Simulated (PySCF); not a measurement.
Molfile (atoms numbered from 1):
```
C7H11FSi
     RDKit          3D

 20 20  0  0  0  0  0  0  0  0999 V2000
    2.0699   -0.0237   -2.5043 C   0  0  0  0  0  0  0  0  0  0  0  0
    2.0258   -0.0732   -1.2952 C   0  0  0  0  0  0  0  0  0  0  0  0
    1.9379   -0.1361    0.1576 C   0  0  0  0  0  0  0  0  0  0  0  0
    0.5545   -0.5585    0.6852 C   0  0  1  0  0  0  0  0  0  0  0  0
    0.5667   -0.6758    2.2081 C   0  0  0  0  0  0  0  0  0  0  0  0
   -0.8307    0.5820    0.0891 Si  0  0  1  0  0  4  0  0  0  0  0  0
   -1.8574    0.2349   -1.4284 C   0  0  0  0  0  0  0  0  0  0  0  0
   -2.5586   -0.1141   -0.1211 C   0  0  2  0  0  0  0  0  0  0  0  0
   -3.6931    0.5887    0.1682 F   0  0  0  0  0  0  0  0  0  0  0  0
    2.1127    0.0236   -3.5766 H   0  0  0  0  0  0  0  0  0  0  0  0
    2.2106    0.8494    0.5770 H   0  0  0  0  0  0  0  0  0  0  0  0
    2.7004   -0.8409    0.5363 H   0  0  0  0  0  0  0  0  0  0  0  0
    0.3135   -1.5437    0.2471 H   0  0  0  0  0  0  0  0  0  0  0  0
    0.7649    0.2975    2.6864 H   0  0  0  0  0  0  0  0  0  0  0  0
    1.3525   -1.3721    2.5459 H   0  0  0  0  0  0  0  0  0  0  0  0
   -0.3957   -1.0429    2.5944 H   0  0  0  0  0  0  0  0  0  0  0  0
   -0.6972    2.0137    0.4664 H   0  0  0  0  0  0  0  0  0  0  0  0
   -1.6573   -0.5688   -2.1459 H   0  0  0  0  0  0  0  0  0  0  0  0
   -2.2548    1.1402   -1.9048 H   0  0  0  0  0  0  0  0  0  0  0  0
   -2.7094   -1.1904    0.0490 H   0  0  0  0  0  0  0  0  0  0  0  0
  1  2  3  0
  2  3  1  0
  3  4  1  0
  4  5  1  0
  4  6  1  0
  6  7  1  0
  7  8  1  0
  8  9  1  0
  8  6  1  0
  1 10  1  0
  3 11  1  0
  3 12  1  0
  4 13  1  6
  5 14  1  0
  5 15  1  0
  5 16  1  0
  6 17  1  1
  7 18  1  0
  7 19  1  0
  8 20  1  6
M  END
```

Geometry: PBE0-D3(BJ)/def2-SVP; GIAO shifts from PySCF 2.14, gas phase, non-relativistic, averaged over equivalent atoms.

At wB97X-D/pcSseg-1 (215 basis functions, 100 s wall time on 1 thread of an Arm Neoverse N1, shared host):
```tsv
atoms	δ (ppm)
C2	86.1
C1	78.8
C8	73.7
C3	24.7
C4	20.2
C5	19.9
C7	8.1
Si6	-92.0
F9	-242.7
H20	4.74
H17	3.36
H12	2.17
H10	2.05
H11	1.99
H18	1.29
H14/H15/H16	1.18
H19	1.04
H13	0.31
```

Chemical shifts δ = σref − σ; ¹³C (σ = 184.54 ppm), ²⁹Si (σ = 352.93 ppm), ¹H (σ = 31.38 ppm) against TMS; ¹⁹F (σ = 187.16 ppm) vs CFCl3, all at this level.

Predict the values at PBE0/pcSseg-1 on the same geometry.

## Answers


```json
{"atoms": "C2", "δ at PBE0/pcSseg-1": "85.9", "change": "-0.2"}
{"atoms": "C1", "δ at PBE0/pcSseg-1": "78.0", "change": "-0.8"}
{"atoms": "C8", "δ at PBE0/pcSseg-1": "74.5", "change": "+0.8"}
{"atoms": "C3", "δ at PBE0/pcSseg-1": "25.7", "change": "+1.0"}
{"atoms": "C4", "δ at PBE0/pcSseg-1": "21.5", "change": "+1.3"}
{"atoms": "C5", "δ at PBE0/pcSseg-1": "20.1", "change": "+0.2"}
{"atoms": "C7", "δ at PBE0/pcSseg-1": "8.6", "change": "+0.5"}
{"atoms": "Si6", "δ at PBE0/pcSseg-1": "-93.8", "change": "-1.8"}
{"atoms": "F9", "δ at PBE0/pcSseg-1": "-247.3", "change": "-4.6"}
{"atoms": "H20", "δ at PBE0/pcSseg-1": "4.82", "change": "+0.08"}
{"atoms": "H17", "δ at PBE0/pcSseg-1": "3.30", "change": "-0.06"}
{"atoms": "H12", "δ at PBE0/pcSseg-1": "2.28", "change": "+0.11"}
{"atoms": "H10", "δ at PBE0/pcSseg-1": "2.00", "change": "-0.05"}
{"atoms": "H11", "δ at PBE0/pcSseg-1": "2.08", "change": "+0.09"}
{"atoms": "H18", "δ at PBE0/pcSseg-1": "1.36", "change": "+0.07"}
{"atoms": "H14/H15/H16", "δ at PBE0/pcSseg-1": "1.20", "change": "+0.02"}
{"atoms": "H19", "δ at PBE0/pcSseg-1": "1.08", "change": "+0.04"}
{"atoms": "H13", "δ at PBE0/pcSseg-1": "0.41", "change": "+0.10"}
```

δ = σ(ref) − σ, references computed at the same level: TMS for ¹³C (184.41 ppm), ²⁹Si (351.99 ppm), ¹H (31.27 ppm); ¹⁹F (177.25 ppm) vs CFCl3.

The largest change is at F9 (fluorine on an sp3 carbon). Cost: 215 basis functions, 76 s wall time on 1 thread of an Arm Neoverse N1, shared host. The order of the carbon signals is the same at both levels.

Unscaled 19F shifts against computed CFCl3 carry errors that often reach 10 to 50 ppm.
